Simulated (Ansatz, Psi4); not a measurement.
Approach curve of the dimer H4Si2 ··· H2 (SMILES [SiH][SiH3] and [H][H]), singlet. Monomers: optimised at B3LYP-D3(BJ) (def2-TZVP), held rigid. Orientation: a higher rigid-body minimum at GFN2-xTB. Only R, the distance of the centres of mass, is varied, so the lowest point isn't the relaxed dimer.

Geometry at R = 3.36 Å (first 6 atoms: monomer A):
```
8

Si     0.1923     1.3744     1.2855
H     -0.4794     2.1568     0.1639
Si     0.0955    -0.5711    -0.1116
H      0.8556    -0.3095    -1.3656
H     -1.3190    -0.8526    -0.4821
H      0.6550    -1.7979     0.5098
H      3.0912    -0.0182     0.7337
H      3.8320    -0.0154     0.8015
```

- PBE/def2-TZVP, counterpoise-corrected (Psi4)
- CCSD(T)/aug-cc-pVDZ = CCSD(T) on RHF/aug-cc-pVDZ, frozen core, counterpoise-corrected run with Ansatz (a program for electronic structure)

Interaction energies in kJ/mol:

```json
[
 {"R / Å": "2.98", "PBE/def2-TZVP": "1.50"},
 {"R / Å": "3.14", "PBE/def2-TZVP": "0.50"},
 {"R / Å": "3.36", "PBE/def2-TZVP": "-0.19"},
 {"R / Å": "3.52", "PBE/def2-TZVP": "-0.42"},
 {"R / Å": "3.72", "PBE/def2-TZVP": "-0.54"},
 {"R / Å": "4.08", "PBE/def2-TZVP": "-0.50"},
 {"R / Å": "4.40", "PBE/def2-TZVP": "-0.36"},
 {"R / Å": "4.84", "PBE/def2-TZVP": "-0.18"},
 {"R / Å": "5.54", "PBE/def2-TZVP": "-0.02"},
 {"R / Å": "6.54", "PBE/def2-TZVP": "0.03"},
 {"R / Å": "7.88", "PBE/def2-TZVP": "0.02"}
]
```

Question: Estimate the CCSD(T)/aug-cc-pVDZ values at these points.

Answer: 2.98: 3.44; 3.14: 1.46; 3.36: 0.02; 3.52: -0.46; 3.72: -0.70; 4.08: -0.67; 4.40: -0.52; 4.84: -0.32; 5.54: -0.14; 6.54: -0.04; 7.88: -0.01 (kJ/mol).
